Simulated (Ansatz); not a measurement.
Ansatz (a first-principles code) input:

Ansatz 0.2 input:
```yaml
crystal:
  periodic: [false, false, false]
  atoms:
    - {symbol: Fe, position_ang: [-0.00277616, 0.01385819, -0.01453426]}
    - {symbol: Cl, position_ang: [-0.29888444, 1.47028558, -1.57727768]}
    - {symbol: S, position_ang: [0.30451990, -1.42820378, 1.64722621]}
    - {symbol: H, position_ang: [0.28089723, -2.50390745, 0.83599190]}
basis:
  gaussian:
    orbitals: def2-TZVPD
hamiltonian:
  xc: {name: PBE0}
total_charge: 1
magnetization: {spin_polarized: true, initial_magnetization: 3}
```

### Question
Which total energy does the run end on?

### Answer
-2121.96440 Eh (PBE0/def2-TZVPD). The basis has 149 functions.

This state (charge 1, quartet) is run at the relaxed geometry of the species with charge 0 and multiplicity 5.

The determinant is spin-contaminated: <S^2> is 4.58 against 3.75 for a pure state.
